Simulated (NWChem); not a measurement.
System: AlH3S; SMILES [AlH2][SH]

Program: NWChem. Medium grid unless said otherwise, to which SCAN and Minnesota functionals are sensitive. Structure relaxed at the PBE0/def2-SVP level. Total energies of different functionals are on different scales.

```csv
level,energy (Ha),highest occupied level (eV),orbital gap (eV),dipole (D)
B3LYP/def2-SVP,-642.2878,-7.44,5.93,1.01
PBE/def2-SVP,-641.9245,-6.57,4.49,1.00
TPSS/def2-SVP,-642.2963,-6.70,4.76,1.04
HCTH/407/def2-SVP,-642.3295,-6.69,4.57,1.03
KT2/def2-SVP,-647.6086,-6.62,4.48,0.99
Hartree-Fock/def2-SVP,-641.0246,-10.43,11.85,1.31
M06-L/def2-SVP,-642.2480,-6.78,5.19,1.20
CAM-B3LYP/def2-SVP,-642.2544,-8.98,8.61,1.10
BHandHLYP/def2-SVP,-642.2446,-8.72,8.18,1.14
M06/def2-SVP,-642.2203,-7.59,6.30,1.08
B3PW91/def2-SVP,-642.1847,-7.56,6.07,1.11
```
